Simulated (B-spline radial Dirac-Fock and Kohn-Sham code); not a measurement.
Atomic SCF run for Cs

ΔSCF core binding energies without Breit or QED terms, calculated with a B-spline atomic structure program.

Input (task.json):

```json
{"items": [{"Z": 55, "q": 0, "cfg": [[1, 0, 2], [2, 0, 2], [2, 1, 6], [3, 0, 2], [3, 1, 6], [3, 2, 10], [4, 0, 2], [4, 1, 6], [4, 2, 10], [5, 0, 2], [5, 1, 6], [6, 0, 1]], "A": 133, "rrms": 4.8041, "do": "settings", "holes": ["K", "L3", "M5"],
  "settings": [{"rel": "dirac", "method": "hf", "nuc": "fermi", "radius_factor": 1.0, "rmax": 45.0, "h": 0.3, "order": 8, "points": 10, "c_factor": 1.0, "maxit": 60, "damp": 0.8, "ndamp": 3, "tol": 1e-08}]}]}
```

Command: `python xray2_run.py task.json out`

Ground-state iterations:

```
iter   energy (Ha)        error
   1    -7782.61117452  1.88e+00
   2    -7785.47794338  2.58e-01
   3    -7786.13932117  1.77e-01
   4    -7786.46299383  1.21e-01
   5    -7786.68752493  6.89e-02
   6    -7786.77385452  2.50e-03
   7    -7786.77411364  8.39e-04
   8    -7786.77413349  1.23e-04
   9    -7786.77413404  1.66e-05
  10    -7786.77413405  1.78e-06
  11    -7786.77413405  3.48e-07
```

The ground state converged in 11 iterations, with total energy -7786.77413 Ha, virial ratio 1.93907 and highest orbital energy -3.49 eV. ΔSCF binding energies: K (1s) 36119.7 eV, L3 (2p3/2) 5028.3 eV, M5 (3d5/2) 732.3 eV.
